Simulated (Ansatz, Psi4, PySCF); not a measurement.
formaldehyde (CH₂O), singlet, geometry from GFN2-xTB. Base run: CCSD(T)/aug-cc-pVDZ in PySCF.

Input for PySCF:
```python
from pyscf import gto, scf, cc

mol = gto.Mole()
mol.atom = '''
    O    -0.03219574    0.01611315    0.66978750
    C     0.02502329   -0.01252352   -0.52057460
    H     0.02949294    0.89965871   -1.14088032
    H     0.07793327   -0.95342279   -1.09397208
'''
mol.basis = 'aug-cc-pvdz'
mol.verbose = 4
mol.build()

mf = scf.RHF(mol)
mf.kernel()

mycc = cc.CCSD(mf)
mycc.kernel()
et = mycc.ccsd_t()
print('E(CCSD(T)) = %.10f' % (mycc.e_tot + et))
```

The same geometry, method and basis name were run in Ansatz (a first-principles code) and Psi4 and PySCF, at each program's defaults and at the settings that a row names. The base is PySCF at its defaults. Differences at the defaults can come from grids, fitting, cores and function types together.

```
code and settings                                                                 ΔE vs base (µEh)  basis functions      E (Eh)  SCF cycles
--------------------------------------------------------------------------------  ----------------  ---------------  ----------  ----------
PySCF, defaults (exact integrals, spherical functions, all electrons correlated)               0.0               64  -114.24849          10
Psi4, defaults (exact integrals, spherical functions, all electrons correlated)                0.0               64  -114.24849          11
Ansatz, defaults (factorised integrals, spherical functions, frozen core)                     5010               64  -114.24348           -
PySCF, frozen core                                                                            5010               64  -114.24348          10
Psi4, exact integrals, spherical functions, frozen core                                       5010               64  -114.24348          11
Ansatz, high accuracy, frozen core                                                            5010               64  -114.24348           -
```
